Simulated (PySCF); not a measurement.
PySCF 2.14 output of an unrestricted wB97X calculation on a single atom or ion in x2c-QZVPPall, with scalar relativity by spin-free X2C-1e:

```
SCF conv_tol = 1e-09
number electrons alpha = 22  beta = 18
    J.-D. Chai and M. Head-Gordon.,  J. Chem. Phys. 128, 084106 (2008)
cycle= 1 E= -4283.53629048033  delta_E= -0.0143  |g|= 0.0257  |ddm|= 0.129
cycle= 2 E= -4283.53638035311  delta_E= -8.99e-05  |g|= 0.00413  |ddm|= 0.0155
cycle= 3 E= -4283.53638382135  delta_E= -3.47e-06  |g|= 0.00106  |ddm|= 0.00323
cycle= 4 E= -4283.53638405433  delta_E= -2.33e-07  |g|= 0.000558  |ddm|= 0.000974
cycle= 5 E= -4283.53638408647  delta_E= -3.21e-08  |g|= 3.98e-05  |ddm|= 0.000251
cycle= 6 E= -4283.53638408837  delta_E= -1.91e-09  |g|= 1.22e-05  |ddm|= 8.46e-05
cycle= 7 E= -4283.53638408874  delta_E= -3.62e-10  |g|= 3.79e-06  |ddm|= 4.63e-05
converged SCF energy = -4283.53638408874  <S^2> = 6.0005125  2S+1 = 5.000205
```

The run itself started from symmetry-adapted Hartree-Fock orbitals and held the occupation by maximum overlap, on a logarithmic radial grid, so the iterations belong to that start.

Which element, charge and spin multiplicity is this?

Tc³⁺ (technetium, charge +3), multiplicity 5; the state was [Kr] 4d4, high-spin 5D determinant.
